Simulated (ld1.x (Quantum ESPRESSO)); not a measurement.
# erbium (Er): variants of one TM potential

Base potential:

```json
{"Element": "Er (Z = 68)", "Generator": "ld1.x (Quantum ESPRESSO) 7.5", "Type": "norm-conserving Troullier–Martins (Kleinman–Bylander form)", "Functional": "PBE", "Relativity": "fully relativistic", "Frozen core": "[Kr] 4d10", "Valence charge": "22", "Reference configuration": "4f12 5s2 5p6 5d0 6s2 6p0", "Partial waves": "5s (bound): rc 1.70 bohr; 5p (bound): rc 1.30 bohr; 5d (bound, empty): rc 3.25 bohr; 4f (bound): rc 1.15 bohr", "Local potential": "all-electron potential smoothed inside 1.70 bohr (lloc = -1)", "Core correction": "a·sin(br)/r model core inside 0.65 bohr"}
```

Open shells are filled in proportion to 2j + 1 (rel_dist='average').

Occupied shells without a wave of their own: 6s. They enter only through the test configuration that unscreens the potential, and ld1.x also counts them in the model core charge.

All-electron outer shells of the reference configuration (PBE, scalar-relativistic, ld1.x):

```json
{"shell": "4p", "level (eV)": "-314.56", "outermost node (bohr)": "0.27", "outermost maximum (bohr)": "0.49"}
{"shell": "4d", "level (eV)": "-165.35", "outermost node (bohr)": "0.25", "outermost maximum (bohr)": "0.51"}
{"shell": "5s", "level (eV)": "-51.86", "outermost node (bohr)": "0.60", "outermost maximum (bohr)": "1.11"}
{"shell": "5p", "level (eV)": "-26.38", "outermost node (bohr)": "0.65", "outermost maximum (bohr)": "1.28"}
{"shell": "6s", "level (eV)": "-3.83", "outermost node (bohr)": "1.52", "outermost maximum (bohr)": "3.38"}
{"shell": "4f", "level (eV)": "-3.13", "outermost node (bohr)": "–", "outermost maximum (bohr)": "0.51"}
{"shell": "6p", "level (eV)": "-1.13", "outermost node (bohr)": "1.87", "outermost maximum (bohr)": "4.74"}
{"shell": "5d", "level (eV)": "-0.91", "outermost node (bohr)": "0.73", "outermost maximum (bohr)": "2.10"}
```

Cutoffs, loose and tight: the cutoffs (Ry, on a coarse ladder) from which the occupation-weighted sum of valence levels, in a spherical-Bessel basis at the reference potential, stays within 10 and 1 mRy of its value at 400 Ry. They do not see the model core or the augmentation charge, which bear on the density cutoff. Test errors are all-electron minus pseudo excitation energies from the reference, over the configurations 4f12 5s2 5p6 5d0 6s1 6p0; 4f12 5s2 5p6 5d0 6s0 6p0; 4f11 5s2 5p6 5d0 6s0 6p0; 4f12 5s2 5p6 5d0.5 6s1.5 6p0; 4f13 5s2 5p6 5d0 6s0 6p0; 4f12 5s2 5p6 5d1 6s1 6p0; 4f11 5s2 5p6 5d0 6s2 6p0. A dash means not determined; rows that change the core or the reference have their own tests. The largest error is taken over the tests solved by every variant that gives reliable tests at all: 4f11 5s2 5p6 5d0 6s0 6p0; 4f11 5s2 5p6 5d0 6s2 6p0; 4f12 5s2 5p6 5d0 6s0 6p0; 4f12 5s2 5p6 5d0 6s1 6p0.

With those shells counted twice in exchange and correlation these files are broken, and their errors move erratically; no question is asked of them.

A true bound ghost makes a file unfit for plane-wave use even where its test errors are small: the radial tests pick states by their node count and pass the ghost by.

Cutoffs are not given where the Bessel-basis levels miss the radial ones by over 6 mRy, ghosts where they miss by over 20 mRy; a channel whose overlap is not positive is not tested.

| change | outcome | bound ghosts | largest test error (meV) |
| --- | --- | --- | --- |
| base | generated | not determined | -1448 |
| all radii but the core radius scaled by about 0.77 (s 1.32, p 1.00, d 2.52, f 0.88 bohr); local potential all-electron potential smoothed inside 1.32 bohr (lloc = -1) | failed: run_pseudo: Errors in PS-KS equation | – | – |
| all radii but the core radius scaled by about 0.84 (s 1.44, p 1.10, d 2.74, f 0.96 bohr); local potential all-electron potential smoothed inside 1.44 bohr (lloc = -1) | failed: run_pseudo: Errors in PS-KS equation | – | – |
| all radii but the core radius scaled by about 0.90 (s 1.52, p 1.16, d 2.92, f 1.04 bohr); local potential all-electron potential smoothed inside 1.52 bohr (lloc = -1) | generated | not determined | -1729 |
| all radii but the core radius scaled by about 0.96 (s 1.62, p 1.24, d 3.12, f 1.10 bohr); local potential all-electron potential smoothed inside 1.62 bohr (lloc = -1) | generated | not determined | -1563 |
| all radii but the core radius scaled by about 1.08 (s 1.84, p 1.42, d 3.52, f 1.24 bohr); local potential all-electron potential smoothed inside 1.84 bohr (lloc = -1) | generated | not determined | -1230 |
| all radii but the core radius scaled by about 1.19 (s 2.02, p 1.56, d 3.88, f 1.38 bohr); local potential all-electron potential smoothed inside 2.02 bohr (lloc = -1) | generated | p1/2 | -660 |
| all radii but the core radius scaled by about 1.25 (s 2.12, p 1.62, d 4.06, f 1.44 bohr); local potential all-electron potential smoothed inside 2.12 bohr (lloc = -1) | generated, misses its reference levels by 0.20 eV | p3/2 | +248 |
| all radii but the core radius scaled by about 1.31 (s 2.22, p 1.70, d 4.24, f 1.50 bohr); local potential all-electron potential smoothed inside 2.22 bohr (lloc = -1) | generated, misses its reference levels by 0.57 eV | not determined | +2623 |
| all radii but the core radius scaled by about 1.40 (s 2.38, p 1.82, d 4.54, f 1.60 bohr); local potential all-electron potential smoothed inside 2.38 bohr (lloc = -1) | failed: run_pseudo: Errors in PS-KS equation | – | – |

Reading the sweep of the scale of all radii but the core radius (base = 1) (base included, trends over the rows without a ghost): Bound ghosts are found at 1.19, 1.25. Every judged row has one, so this setting neither creates nor removes them. The generation fails at 0.77, 0.84, 1.4.
